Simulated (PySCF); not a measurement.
PySCF job for C2H5O, SMILES [CH2]CO, multiplicity 2, SMD-B3LYP/def2-SVP. Geometry: PBE0-D3(BJ)/def2-TZVP. The isomer is the one that the SMILES or the coordinates give; other isomers of the formula were not compared. One conformer was computed; it need not be the lowest.

```python
import numpy as np
from pyscf import gto, scf, dft
from pyscf.solvent import smd

mol = gto.M(
    atom='''
    C     1.23420837    0.23274057    0.04342642
    C    -0.03810188   -0.50726473    0.16396198
    O    -1.16093289    0.24229865   -0.25753445
    H     1.37779976    0.91272343   -0.78781139
    H     2.08108983   -0.00761778    0.67350263
    H    -0.03368528   -1.39923002   -0.47957079
    H    -0.16798224   -0.87509567    1.19282116
    H    -1.14639787    1.07797585    0.21700365
    ''',
    basis='def2-SVP',
    charge=0,
    spin=1,
    max_memory=1600,
    verbose=3,
)
mf = dft.UKS(mol, xc='b3lyp').density_fit(auxbasis='def2-universal-jkfit')
mf.grids.level = 3
mf.conv_tol = 1e-9
mf.max_cycle = 100
mf.kernel()
fine, coarse = mf.grids, dft.Grids(mol).set(level=1).build(with_non0tab=True)
for _ in range(3):  # follow internal instabilities
    mf.grids = coarse
    mo, _, stable, _ = mf.stability(return_status=True, nroots=4)
    mf.grids = fine
    if stable:
        break
    mf.kernel(mf.make_rdm1(mo, mf.mo_occ))
res = {}
for name in ['water', '2-propanol', 'ethylethanoate']:
    s = mf.SMD()
    s.with_solvent.solvent, s.with_solvent.sasa_ng = name, 302
    s.kernel(mf.make_rdm1())
    res[name] = (s.e_tot, s.with_solvent.get_cds(), s.dip_moment(), s.mo_energy, s.converged)
    print(f'SMD {name}: dG(solv) = {(s.e_tot - mf.e_tot) * 627.509474:.3f} kcal/mol, of which CDS {res[name][1] * 627.509474:.3f}')
```

Output:

```

WARN: HOMO -0.194673143576254 >= LUMO -0.194673143576257

converged SCF energy = -154.2517977598  <S^2> = 0.75366569  2S+1 = 2.0036623
<class 'pyscf.df.df_jk.DFUKS'> wavefunction is stable in the internal stability analysis
converged SCF energy = -154.257052233862  <S^2> = 0.7536295  2S+1 = 2.0036262
Dipole moment(X, Y, Z, Debye):  1.27332,  0.47742,  1.29969
SMD water: dG(solv) = -3.297 kcal/mol, of which CDS 2.910
converged SCF energy = -154.258619863905  <S^2> = 0.75363396  2S+1 = 2.0036307
Dipole moment(X, Y, Z, Debye):  1.20589,  0.46637,  1.24334
SMD 2-propanol: dG(solv) = -4.281 kcal/mol, of which CDS 0.789
converged SCF energy = -154.256281353035  <S^2> = 0.75364152  2S+1 = 2.0036382
Dipole moment(X, Y, Z, Debye):  1.11885,  0.38720,  1.11786
SMD ethylethanoate: dG(solv) = -2.813 kcal/mol, of which CDS -0.649
```

The run converged.

Cost: very roughly 70 core-seconds.
